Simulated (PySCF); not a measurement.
PySCF job for Ge(H)(Me) (CH4Ge), SMILES [CH3][GeH] (connectivity only; charge and spin as stated), neutral, multiplicity 1, TDA-PBE0/def2-TZVPD. The structure is a stationary point at ωB97X-D3(BJ)/def2-TZVP.

```python
import numpy as np
from pyscf import gto, scf, dft, tdscf

mol = gto.M(
    atom='''
    Ge    0.05226702   -0.44919989    0.00000000
    H    -1.53488864   -0.59138889   -0.00000000
    C    -0.00229195    1.53507467   -0.00000000
    H     0.99114027    1.98456999   -0.00000000
    H    -0.55752221    1.88538371    0.87708412
    H    -0.55752221    1.88538372   -0.87708411
    ''',
    basis='def2-TZVPD',
    charge=0,
    spin=0,
    symmetry=True,
    max_memory=1600,
    verbose=4,
)
mf = dft.RKS(mol, xc='pbe0').density_fit(auxbasis='def2-universal-jkfit')
mf.grids.level = 3
mf.conv_tol = 1e-9
mf.max_cycle = 100
mf.kernel()
mf.grids = dft.Grids(mol).set(level=1).build(with_non0tab=True)  # coarser grid for the response kernel
td = tdscf.TDA(mf)
td.singlet = True
td.nstates = 10
td.conv_tol = 1e-4
td.kernel(x0=td.get_init_guess(mf, 15))
td.analyze()
tt = tdscf.TDA(mf)
tt.singlet = False
tt.nstates = 4
tt.conv_tol = 1e-4
tt.kernel(x0=tt.get_init_guess(mf, 9))
tt.analyze(verbose=3)
```

Output:

```
PySCF version 2.14.0

[INPUT] verbose = 4
[INPUT] num. atoms = 6
[INPUT] num. electrons = 42
[INPUT] charge = 0
[INPUT] spin (= nelec alpha-beta = 2S) = 0
[INPUT] symmetry True subgroup None
[INPUT] Mole.unit = angstrom
[INPUT] Symbol           X                Y                Z      unit          X                Y                Z       unit  Magmom
[INPUT]  1 Ge     0.052267020000  -0.449199890000   0.000000000000 AA    0.098770353147  -0.848864767285   0.000000000000 Bohr   0.0
[INPUT]  2 H     -1.534888640000  -0.591388890000   0.000000000000 AA   -2.900519161306  -1.117563035211   0.000000000000 Bohr   0.0
[INPUT]  3 C     -0.002291950000   1.535074670000   0.000000000000 AA   -0.004331157791   2.900870707057   0.000000000000 Bohr   0.0
[INPUT]  4 H      0.991140270000   1.984569990000   0.000000000000 AA    1.872983661327   3.750293756131   0.000000000000 Bohr   0.0
[INPUT]  5 H     -0.557522210000   1.885383710000   0.877084120000 AA   -1.053564285262   3.562858851616   1.657448775005 Bohr   0.0
[INPUT]  6 H     -0.557522210000   1.885383720000  -0.877084110000 AA   -1.053564285262   3.562858870514  -1.657448756108 Bohr   0.0

nuclear repulsion = 92.8328040070086
point group symmetry = Cs
symmetry origin: [6.74902188e-09 3.14954353e-09 4.49934793e-10]
symmetry axis x: [ 1.00000000e+00  7.44703321e-10 -2.22226512e-09]
symmetry axis y: [ 7.4470332e-10 -1.0000000e+00 -3.3108121e-10]
symmetry axis z: [ 2.22226512e-09 -3.31081268e-10  1.00000000e+00]
num. orbitals of irrep A' = 84
num. orbitals of irrep A" = 43
number of shells = 51
number of NR pGTOs = 202
number of NR cGTOs = 127
basis = def2-TZVPD
ecp = {}


[settings echo left out]
init E= -2116.40738913617
HOMO (A') = -0.228550809652113  LUMO (A") = -0.11701056217441  gap/eV = 3.03516
cycle= 1 E= -2117.11524377258  delta_E= -0.708  |g|= 0.666  |ddm|= 2.07
HOMO (A') = -0.228817232682697  LUMO (A") = -0.107671221642397  gap/eV = 3.29655
cycle= 2 E= -2117.08104830553  delta_E= 0.0342  |g|= 0.807  |ddm|= 1.12
HOMO (A') = -0.231651182414709  LUMO (A") = -0.0927242049739228  gap/eV = 3.78040
cycle= 3 E= -2117.16711577478  delta_E= -0.0861  |g|= 0.0385  |ddm|= 0.556
HOMO (A') = -0.233672939741947  LUMO (A") = -0.093877131851265  gap/eV = 3.80404
cycle= 4 E= -2117.16748598695  delta_E= -0.00037  |g|= 0.0217  |ddm|= 0.0661
HOMO (A') = -0.234952237931431  LUMO (A") = -0.094402352800917  gap/eV = 3.82456
cycle= 5 E= -2117.16759229559  delta_E= -0.000106  |g|= 0.0022  |ddm|= 0.0172
HOMO (A') = -0.234462836045882  LUMO (A") = -0.0940055933846748  gap/eV = 3.82204
cycle= 6 E= -2117.16759369308  delta_E= -1.4e-06  |g|= 0.000286  |ddm|= 0.00476
HOMO (A') = -0.234491222739006  LUMO (A") = -0.0940507074869972  gap/eV = 3.82158
cycle= 7 E= -2117.16759372191  delta_E= -2.88e-08  |g|= 6.82e-05  |ddm|= 0.000795
HOMO (A') = -0.234490338923948  LUMO (A") = -0.0940478295255067  gap/eV = 3.82164
cycle= 8 E= -2117.16759372327  delta_E= -1.36e-09  |g|= 1.75e-05  |ddm|= 0.000208
HOMO (A') = -0.234490267944995  LUMO (A") = -0.0940475199593971  gap/eV = 3.82164
cycle= 9 E= -2117.16759372337  delta_E= -1.06e-10  |g|= 3.24e-06  |ddm|= 3.57e-05
HOMO (A') = -0.234491001345283  LUMO (A") = -0.0940482916497229  gap/eV = 3.82164
Extra cycle  E= -2117.16759372339  delta_E= -1.77e-11  |g|= 3.17e-06  |ddm|= 1.32e-05
converged SCF energy = -2117.16759372339
tot grids = 22488


******** <class 'pyscf.tdscf.rks.TDA'> for <class 'pyscf.df.df_jk.DFSymAdaptedRKS'> ********
nstates = 10 singlet
deg_eia_thresh = 1.000e-03
wfnsym = None
conv_tol = 0.0001
eigh lindep = 1e-12
eigh level_shift = 0
eigh max_cycle = 100


Excitation energies (eV)
[2.59205606 4.24728957 5.6194276  6.25756926 7.02611119 7.24971369
 7.45925759 7.48778662 7.57240386 7.67758318]

** Singlet excitation energies and oscillator strengths **
Excited State   1:   A"      2.59206 eV    478.32 nm  f=0.0237
      21 -> 22       -0.70186
Excited State   2:   A"      4.24729 eV    291.91 nm  f=0.0006
      20 -> 22       -0.70607
Excited State   3:   A'      5.61943 eV    220.63 nm  f=0.0972
      21 -> 23       -0.69708
Excited State   4:   A'      6.25757 eV    198.13 nm  f=0.2345
      21 -> 24       -0.69872
Excited State   5:   A'      7.02611 eV    176.46 nm  f=0.1103
      20 -> 23       -0.11478
      20 -> 25        0.10358
      21 -> 25        0.64914
      21 -> 27        0.18035
Excited State   6:   A"      7.24971 eV    171.02 nm  f=0.0209
      21 -> 26       -0.69447
Excited State   7:   A"      7.45926 eV    166.22 nm  f=0.0040
      18 -> 22       -0.69875
Excited State   8:   A'      7.48779 eV    165.58 nm  f=0.0522
      19 -> 22       -0.17561
      20 -> 23       -0.58308
      21 -> 25       -0.16972
      21 -> 27        0.25099
      21 -> 28       -0.14050
Excited State   9:   A'      7.57240 eV    163.73 nm  f=0.0158
      19 -> 22        0.59648
      21 -> 27        0.33223
      21 -> 28       -0.12525
Excited State  10:   A'      7.67758 eV    161.49 nm  f=0.0723
      19 -> 22       -0.25431
      20 -> 23        0.31466
      20 -> 24        0.14160
      21 -> 27        0.52391
      21 -> 28        0.13956

** Transition electric dipole moments (AU) **
state          X           Y           Z        Dip. S.      Osc.
  1        -0.0000     -0.0000     -0.6109      0.3732      0.0237
  2         0.0000     -0.0000     -0.0748      0.0056      0.0006
  3        -0.6442     -0.5393     -0.0000      0.7058      0.0972
  4        -0.7185      1.0067      0.0000      1.5296      0.2345
  5        -0.7716     -0.2134      0.0000      0.6409      0.1103
  6        -0.0000      0.0000     -0.3428      0.1175      0.0209
  7        -0.0000      0.0000     -0.1477      0.0218      0.0040
  8         0.4803     -0.2322      0.0000      0.2846      0.0522
  9         0.1546     -0.2475     -0.0000      0.0852      0.0158
 10        -0.1914      0.5898      0.0000      0.3845      0.0723

** Transition velocity dipole moments (imaginary part, AU) **
state          X           Y           Z        Dip. S.      Osc.
  1         0.0000      0.0000      0.0472      0.0022      0.0156
  2         0.0000      0.0000     -0.0254      0.0006      0.0028
  3        -0.0763     -0.0629     -0.0000      0.0098      0.0316
  4        -0.1676      0.2047      0.0000      0.0700      0.2030
  5        -0.1036     -0.0256      0.0000      0.0114      0.0294
  6         0.0000     -0.0000     -0.0795      0.0063      0.0158
  7         0.0000     -0.0000      0.0051      0.0000      0.0001
  8         0.0718     -0.0798     -0.0000      0.0115      0.0279
  9         0.0121     -0.0326     -0.0000      0.0012      0.0029
 10        -0.0379      0.1081      0.0000      0.0131      0.0310

** Transition magnetic dipole moments (imaginary part, AU) **
state          X           Y           Z
  1        -0.8485     -0.9904      0.0000
  2        -0.8776      0.7716      0.0000
  3         0.0000      0.0000      0.9592
  4         0.0000      0.0000     -0.0564
  5         0.0000     -0.0000      0.8287
  6        -0.4132      0.3994      0.0000
  7        -0.1384     -0.1243      0.0000
  8        -0.0000     -0.0000     -0.7068
  9         0.0000     -0.0000     -0.1285
 10        -0.0000     -0.0000      0.0589


******** <class 'pyscf.tdscf.rks.TDA'> for <class 'pyscf.df.df_jk.DFSymAdaptedRKS'> ********
nstates = 4 triplet
deg_eia_thresh = 1.000e-03
wfnsym = None
conv_tol = 0.0001
eigh lindep = 1e-12
eigh level_shift = 0
eigh max_cycle = 100


Excitation energies (eV)
[1.33535271 3.76032465 4.84829237 5.77978285]

** Triplet excitation energies and oscillator strengths **
Excited State   1:   A"      1.33535 eV    928.48 nm  f=0.0000
Excited State   2:   A"      3.76032 eV    329.72 nm  f=0.0000
Excited State   3:   A'      4.84829 eV    255.73 nm  f=0.0000
Excited State   4:   A'      5.77978 eV    214.51 nm  f=0.0000
```

The run converged.
